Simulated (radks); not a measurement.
Trend from Mg2+ to Ar2+: ionisation energy by Delta-SCF between NIST ground configurations, and size. All-electron calculation, Dirac Kohn-Sham, PBE, spin-unpolarised, spherical densities, finite nucleus; open shells fill j = l - 1/2 first; Fermi nuclear charge, rms radius of each element as measured or else 0.836 A^(1/3) + 0.57 fm. Program: a radial shooting solver on a logarithmic mesh with Libxc functionals.

\begin{tabular}{lrrrrrrrr}
species & configuration & IE (eV) & NIST (eV) & kind & -e(HOMO) (eV) & outermost & <r> outermost (bohr) & r at 0.001 e/bohr^3 (bohr) \\ \hline
Mg2+ & [Ne] & 81.079 & 80.144 & exp. & 66.603 (2p3/2) & 2s1/2 & 0.695 & 2.21 \\
Al2+ & [Ne] 3s1 & 28.442 & 28.448 & exp. & 23.747 (3s1/2) & 3s1/2 & 2.20 & 3.38 \\
Si2+ & [Ne] 3s2 & 33.971 & 33.493 & exp. & 28.535 (3s1/2) & 3s1/2 & 1.95 & 3.43 \\
P2+ & [Ne] 3s2 3p1 & 29.792 & 30.203 & exp. & 24.317 (3p1/2) & 3p1/2 & 1.97 & 3.46 \\
S2+ & [Ne] 3s2 3p2 & 34.107 & 34.86 & semi-emp. & 28.032 (3p1/2) & 3p1/2 & 1.76 & 3.39 \\
Cl2+ & [Ne] 3s2 3p3 & 38.225 & 39.8 & semi-emp. & 31.608 (3p3/2) & 3p3/2 & 1.60 & 3.29 \\
Ar2+ & [Ne] 3s2 3p4 & 42.484 & 40.74 & semi-emp. & 35.329 (3p3/2) & 3p3/2 & 1.47 & 3.19 \\
\end{tabular}

Reference values: NIST Atomic Spectra Database (exp. = measured, semi-emp. = semi-empirical, theory = theoretical value adopted there). Spin polarisation and multiplet splitting are left out, so open shells lie too high by an amount that depends on their filling.

Beside tabulated values, note that spin-unpolarised runs miss the spin-polarisation part of the exchange energy of open shells.
